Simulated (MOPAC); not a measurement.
MOPAC input (PM3):

```
PM3 FORCE THERMO(298,298) PRECISE LET GEO-OK AUX(PRECISION=9) THREADS=1
C3H8Si

C    -2.16502769 1    0.08349921 1    0.64741871 1
C    -0.96385088 1   -0.48694182 1    0.62279184 1
C    -0.12428061 1   -0.57261398 1   -0.58382690 1
Si    1.45023457 1    0.41335953 1   -0.28418712 1
H    -2.76504955 1    0.14395962 1    1.54985862 1
H    -2.63001259 1    0.53113517 1   -0.22649197 1
H    -0.53410431 1   -0.92721054 1    1.53222185 1
H     0.12786659 1   -1.62680386 1   -0.79328714 1
H    -0.64422305 1   -0.19552984 1   -1.48162958 1
H     1.14393599 1    1.85945831 1   -0.07157426 1
H     2.17350873 1   -0.09871520 1    0.91821573 1
H     2.35657409 1    0.29444861 1   -1.46494797 1
```

From the output:

```
     H   12   0.001580   0.009649   0.006930   0.185388   0.185313   2.156952

          HEAT OF FORMATION =      13.381045 KCALS/MOLE

          ZERO POINT ENERGY      56.964 KCAL/MOL

           NORMAL COORDINATE ANALYSIS (Total motion = 1 Angstrom)

   Root No.       1         2         3         4         5         6         7         8

                 1 A       2 A       3 A       4 A       5 A       6 A       7 A       8 A

                  71.6      85.3     231.1     427.5     524.6     556.1     566.1     701.2

           1    0.0216    0.0014    0.0271   -0.0430   -0.0053   -0.0037   -0.0050   -0.0075
           2    0.0083   -0.0221   -0.0049   -0.0511   -0.0008   -0.0023    0.0042   -0.0025
           3    0.0699   -0.0165    0.0140    0.0007   -0.0002   -0.0053    0.0047    0.0025
           4    0.0217    0.0013    0.0259   -0.0422   -0.0046   -0.0033   -0.0026   -0.0067
           5    0.0035    0.0049    0.0283    0.0564    0.0032   -0.0099   -0.0314    0.0098
           6   -0.0509    0.0000    0.0520   -0.0149    0.0028    0.0245   -0.0402   -0.0346
           7    0.0252   -0.0211    0.0047    0.0287   -0.0004    0.0045   -0.0314    0.0433
           8    0.0008    0.0199    0.0424    0.0095    0.0019   -0.0077   -0.0036   -0.0208
           9   -0.0320    0.0174   -0.0315   -0.0333   -0.0018    0.0127   -0.0409    0.0823
          10   -0.0295    0.0080   -0.0244    0.0210    0.0180    0.0062    0.0206   -0.0115
          11   -0.0056   -0.0008   -0.0241    0.0025   -0.0099    0.0192    0.0158    0.0107
          12    0.0033   -0.0001   -0.0172    0.0205   -0.0084   -0.0119    0.0260   -0.0286
          13    0.0190    0.0201    0.0519    0.0635   -0.0005   -0.0125   -0.0522    0.0281
          14    0.0099   -0.0342   -0.0199   -0.1214   -0.0041    0.0018    0.0368   -0.0247
          15    0.0594   -0.0313    0.1079    0.0279    0.0088   -0.1596    0.1945    0.2154
          16    0.0248   -0.0172    0.0039   -0.1466   -0.0113    0.0038    0.0374   -0.0443
          17    0.0110   -0.0343   -0.0211   -0.1217   -0.0048    0.0034    0.0327   -0.0286
          18    0.1880   -0.0169   -0.1135   -0.0109   -0.0111    0.1073   -0.1229   -0.1363
          19    0.0176    0.0202    0.0498   -0.0321   -0.0054   -0.0099   -0.0036   -0.0307
          20    0.0007    0.0159    0.0420    0.0589    0.0031   -0.0142   -0.0301   -0.0053
          21   -0.1660    0.0001    0.1752   -0.0043    0.0084   -0.0386    0.0319   -0.0210
          22    0.0518   -0.0363   -0.0039    0.0764   -0.0881   -0.0145   -0.0337    0.0577
          23    0.0015    0.0509    0.0219   -0.0931    0.0705   -0.0485    0.0613    0.0262
          24   -0.0105    0.0051   -0.0370    0.0042   -0.0672   -0.0033   -0.0378    0.0880
          25    0.0306   -0.0380    0.0013    0.1070   -0.0219    0.0020   -0.0721    0.0470
          26    0.0028    0.0117    0.0371    0.0499    0.0040   -0.0131   -0.0276   -0.0101
          27   -0.0476    0.0488   -0.0444   -0.1043    0.1232   -0.0224    0.0085    0.1048
          28   -0.0722    0.0332   -0.0561   -0.0120   -0.2071   -0.0877   -0.0103   -0.0374
          29    0.0638    0.2195   -0.0606   -0.0127    0.0510   -0.0969   -0.0603   -0.0485
          30   -0.0337    0.0040   -0.0380   -0.0037   -0.1747   -0.0711    0.0079   -0.0413
          31   -0.0881   -0.1652   -0.0674    0.0089    0.0390   -0.1166   -0.0574   -0.0643
          32   -0.0395   -0.1127   -0.0595   -0.0048    0.0411   -0.0776   -0.0480   -0.0319
          33    0.0663    0.0833   -0.0556    0.0260    0.2528   -0.0707   -0.0391   -0.0452
          34    0.0232    0.1795    0.0132    0.0242   -0.0840    0.0917    0.0818    0.0189
          35   -0.0449   -0.1280   -0.0535   -0.0013    0.0648   -0.0526   -0.0360   -0.0145
          36    0.0082   -0.1023    0.0734    0.0604    0.0844    0.2101    0.1421    0.0348

   Root No.       9        10        11        12        13        14        15        16

                 9 A      10 A      11 A      12 A      13 A      14 A      15 A      16 A

                 827.2     828.7     877.4     884.8     927.0     948.8     995.1    1029.7

           1   -0.0053    0.0026   -0.0029    0.0016   -0.0059    0.0165   -0.0168   -0.0136
           2    0.0049   -0.0034   -0.0037   -0.0064   -0.0047    0.0544   -0.0099   -0.0103
           3    0.0010   -0.0006   -0.0002   -0.0006   -0.0140   -0.0011    0.0464   -0.0510
           4   -0.0035    0.0016   -0.0018    0.0007   -0.0033    0.0121   -0.0058   -0.0037
           5    0.0050   -0.0043   -0.0040   -0.0013   -0.0037   -0.0030   -0.0083   -0.0044
           6    0.0066   -0.0042    0.0012    0.0005   -0.0505   -0.0012   -0.0044    0.0495
           7    0.0363   -0.0222    0.0032   -0.0182    0.0032   -0.0294    0.0195    0.0219
           8   -0.0200    0.0137    0.0020    0.0126    0.0020   -0.0188    0.0085    0.0104
           9   -0.0223    0.0136    0.0064    0.0113    0.0100    0.0028   -0.0119   -0.0161
          10   -0.0176   -0.0036   -0.0061   -0.0040   -0.0002    0.0038    0.0019    0.0011
          11    0.0067   -0.0052   -0.0117    0.0035   -0.0001   -0.0020   -0.0009   -0.0014
          12   -0.0020   -0.0215    0.0035    0.0024   -0.0029    0.0007   -0.0031   -0.0009
          13    0.0380   -0.0244   -0.0180   -0.0347   -0.0253    0.2401   -0.0614   -0.0557
          14   -0.0248    0.0150    0.0061    0.0182    0.0077   -0.0918    0.0147    0.0172
          15   -0.0340    0.0246    0.0146    0.0190    0.0062    0.0043   -0.2096    0.1829
          16   -0.0525    0.0314    0.0092    0.0401    0.0083   -0.1939   -0.0039   -0.0021
          17   -0.0271    0.0162    0.0046    0.0196    0.0070   -0.0894   -0.0006    0.0004
          18    0.0149   -0.0130   -0.0199   -0.0201    0.2699    0.0065   -0.1712    0.1645
          19   -0.0371    0.0203   -0.0045    0.0251    0.0028   -0.0631   -0.0420   -0.0495
          20   -0.0151    0.0070   -0.0056    0.0134    0.0017   -0.0479   -0.0279   -0.0305
          21    0.0197   -0.0162   -0.0303   -0.0338    0.4063    0.0060    0.0301   -0.1264
          22   -0.0877    0.0594    0.0018    0.0292    0.0741    0.0326    0.1866    0.1210
          23    0.0902   -0.0530   -0.0062   -0.0487    0.0620   -0.0022    0.2195    0.1726
          24   -0.1145    0.0730    0.0053    0.0466    0.0638    0.0515    0.1165    0.0598
          25   -0.0057    0.0042    0.0003    0.0124   -0.0102   -0.1301   -0.0876   -0.0921
          26   -0.0228    0.0168   -0.0014    0.0229   -0.0077   -0.0993   -0.0646   -0.0681
          27    0.1591   -0.1005   -0.0042   -0.0672    0.0022   -0.0907   -0.0280   -0.0403
          28    0.1015    0.1566   -0.0736   -0.1208   -0.0207   -0.0271   -0.0123   -0.0012
          29   -0.0456    0.0339    0.3276   -0.1459    0.0058   -0.0008   -0.0039   -0.0044
          30    0.0890    0.1062   -0.0774   -0.0834   -0.0199   -0.0226   -0.0143   -0.0031
          31    0.0808    0.0484    0.2090    0.1505    0.0258    0.0249    0.0044   -0.0008
          32    0.0728    0.0539    0.1181    0.1106    0.0178    0.0141    0.0030   -0.0011
          33    0.0500    0.2059   -0.2462    0.0617   -0.0037    0.0137    0.0104    0.0097
          34    0.1234    0.0178    0.0643    0.1979    0.0211    0.0201    0.0016   -0.0045
          35   -0.0944   -0.0166   -0.0509   -0.1466   -0.0157   -0.0148   -0.0005    0.0033
          36    0.0475    0.2136    0.1726   -0.1227    0.0041    0.0073   -0.0075   -0.0128

   Root No.      17        18        19        20        21        22        23        24

                17 A      18 A      19 A      20 A      21 A      22 A      23 A      24 A

                1165.1    1171.3    1261.0    1336.9    1412.5    1852.8    1914.6    1916.1

           1    0.0026   -0.0178    0.0271   -0.0265    0.0309   -0.1962   -0.0010   -0.0003
           2    0.0166    0.0204   -0.0222    0.0044   -0.0057   -0.0038   -0.0000   -0.0000
           3   -0.0045   -0.0039   -0.0011    0.0003   -0.0002   -0.0000    0.0000   -0.0000
           4    0.0004   -0.0119   -0.0072   -0.0296    0.0099    0.2273    0.0015    0.0004
           5   -0.0459    0.0088    0.0723   -0.0257    0.0373    0.0438    0.0007    0.0002
           6    0.0150    0.0122    0.0049   -0.0005    0.0021   -0.0005   -0.0000   -0.0000
           7   -0.0349   -0.0180   -0.0376    0.0157   -0.0327   -0.0284   -0.0009    0.0003
           8    0.0094   -0.0593   -0.0497    0.0073   -0.0637   -0.0295   -0.0013   -0.0007
           9   -0.0286   -0.0184   -0.0198    0.0156    0.0184    0.0024    0.0003   -0.0003
          10   -0.0002    0.0002    0.0004    0.0004    0.0008   -0.0002   -0.0134    0.0155
          11    0.0030    0.0020    0.0016   -0.0004    0.0009    0.0002   -0.0176   -0.0165
          12   -0.0023   -0.0016   -0.0012    0.0010    0.0006   -0.0006    0.0087   -0.0094
          13    0.0839    0.0315    0.0878    0.2376   -0.0978   -0.0260   -0.0003   -0.0002
          14   -0.0366   -0.0078   -0.0504   -0.1540    0.0743   -0.1446   -0.0007   -0.0002
          15    0.0016    0.0034   -0.0021    0.0015   -0.0008    0.0011    0.0001   -0.0000
          16   -0.0513   -0.0286    0.2298    0.2052   -0.0624   -0.0085   -0.0001   -0.0001
          17   -0.0228    0.0153    0.1042    0.1452   -0.0643    0.1531    0.0009    0.0002
          18    0.0166    0.0105    0.0044   -0.0030    0.0018   -0.0016   -0.0000    0.0000
          19   -0.0575    0.4521   -0.1556    0.0334   -0.0440   -0.0010    0.0003    0.0005
          20   -0.0819    0.2797   -0.0101    0.0114    0.0085   -0.1322   -0.0004    0.0003
          21   -0.0179   -0.0256   -0.0022    0.0001    0.0014    0.0036    0.0003    0.0003
          22    0.1463    0.1063    0.0889   -0.0667   -0.0962   -0.0257   -0.0012    0.0009
          23    0.0568    0.0567   -0.0395    0.1397    0.2636   -0.0132    0.0004    0.0001
          24    0.1148    0.0788    0.0889   -0.0632   -0.0596   -0.0017    0.0009   -0.0011
          25    0.2734    0.0001   -0.0494    0.0598    0.1794    0.0456    0.0010    0.0011
          26    0.2388   -0.0391   -0.0475    0.0330    0.0801    0.0199   -0.0004   -0.0016
          27    0.1804    0.0940    0.1321   -0.1476   -0.2105   -0.0070   -0.0004    0.0002
          28   -0.0061   -0.0033   -0.0037    0.0005   -0.0034    0.0005    0.1815   -0.2393
          29    0.0007    0.0038    0.0017    0.0002    0.0017    0.0002   -0.0285    0.0118
          30   -0.0091   -0.0054   -0.0056    0.0026   -0.0003   -0.0012   -0.2440    0.3211
          31   -0.0062   -0.0018   -0.0030    0.0019    0.0006   -0.0005   -0.1012   -0.2673
          32    0.0007   -0.0014   -0.0004   -0.0006   -0.0022   -0.0002    0.1214    0.3871
          33   -0.0122   -0.0117   -0.0080    0.0021   -0.0046   -0.0009   -0.0086   -0.0485
          34    0.0032    0.0069    0.0053   -0.0003    0.0042   -0.0088    0.2998    0.0678
          35   -0.0018   -0.0063   -0.0064    0.0024   -0.0041   -0.0138    0.4044    0.0676
          36    0.0071    0.0202    0.0172   -0.0036    0.0121    0.0020    0.0058   -0.0059

   Root No.      25        26        27        28        29        30

                25 A      26 A      27 A      28 A      29 A      30 A

                1936.8    3000.8    3031.5    3077.2    3138.3    3149.3

           1    0.0007    0.0003   -0.0019    0.0005    0.0283   -0.0439
           2    0.0001   -0.0007    0.0040   -0.0006   -0.0621   -0.0360
           3    0.0000   -0.0001   -0.0000    0.0001    0.0004    0.0004
           4   -0.0010   -0.0045    0.0339    0.0003   -0.0032    0.0085
           5   -0.0004    0.0072   -0.0498   -0.0005   -0.0015   -0.0040
           6   -0.0000   -0.0001    0.0001    0.0001    0.0000    0.0000
           7    0.0010    0.0398    0.0079   -0.0017    0.0002    0.0009
```
